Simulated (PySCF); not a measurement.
Peak assignment

Geometry:
```
atom   x (Å)   y (Å)   z (Å)
  C1   2.511  -0.449   0.363
  O2   1.576   0.277   1.136
  C3   0.423  -0.444   1.433
  O4  -0.370  -0.727   0.321
  C5  -0.958   0.423  -0.274
  C6  -1.740  -0.048  -1.498
  O7  -2.792  -0.904  -1.143
  H8   2.070  -0.781  -0.582
  H9   3.336   0.231   0.164
 H10   2.873  -1.323   0.916
 H11   0.665  -1.425   1.869
 H12  -0.125   0.171   2.163
 H13  -0.183   1.142  -0.565
 H14  -1.634   0.901   0.449
 H15  -2.189   0.810  -2.004
 H16  -1.049  -0.551  -2.190
 H17  -2.422  -1.585  -0.569
```

[PySCF: GFN2-xTB structure; σ from GIAO-PBE0/pcSseg-1; relativity neglected; in vacuum; one conformer; one averaged value for each set of equivalent atoms]

References, each an isolated molecule treated in the same way: 13C and 1H against TMS.

(1) Assign these signals to the numbered atoms. 13C{1H} NMR (computed): δ 100.1, 73.1, 66.7, 56.5.

(2) Assign these signals to the numbered atoms. 1H NMR (500 MHz, computed): δ 4.91 (s, 2H), 4.02 (t, 2H), 3.64 (t, 2H), 3.50 (s, 3H), 1.52 (br s, 1H).

## Answers

(1) 
| δ (ppm) | atoms | environment | reason |
| --- | --- | --- | --- |
| 100.1 | C3 | sp3 carbon bearing two oxygens | 2 electronegative neighbours deshield it |
| 73.1 | C5 | sp3 CH2 bonded to O | deshielded by the electronegative neighbour |
| 66.7 | C6 | sp3 CH2 bonded to O | – |
| 56.5 | C1 | methyl carbon bonded to O | pulled downfield by the heteroatom |

(2) 
| δ (ppm) | atoms | environment | reason |
| --- | --- | --- | --- |
| 4.91 | H11/H12 | hydrogen on an sp3 carbon bearing two oxygens | its carbon carries O, hence the downfield position |
| 4.02 | H15/H16 | hydrogen on an sp3 CH2 bonded to O | its carbon carries O, hence the downfield position |
| 3.64 | H13/H14 | hydrogen on an sp3 CH2 bonded to O | – |
| 3.50 | H8/H9/H10 | hydrogen on a methyl carbon bonded to O | its carbon carries O, an electronegative neighbour |
| 1.52 | H17 | hydrogen on an alcohol oxygen | exchangeable; this is the value without hydrogen bonding to other molecules |

OH and NH positions are those of a molecule without intermolecular hydrogen bonds; in solution they move with solvent, concentration and temperature, and exchange usually removes their couplings. Shifts are as computed. Against solution values, carbons near 30 ppm lie about +3 ppm off and those near 130 ppm about +5 ppm (rms about the fit 2.1 ppm; single classes can miss by 10 ppm). Of 1328 compounds with measured shifts, 309 miss one by over three times the rms of a fit or turn the order of signals round; such compounds aren't used in these exercises. Signals without a measured value on file couldn't be tested in this way; 1H shifts scatter by 0.2 ppm about their fit, and single ones miss by 0.5 ppm. Multiplicities follow the n + 1 count of equivalent neighbours, as no J values were calculated; m marks all less simple cases, F and P coupling included.
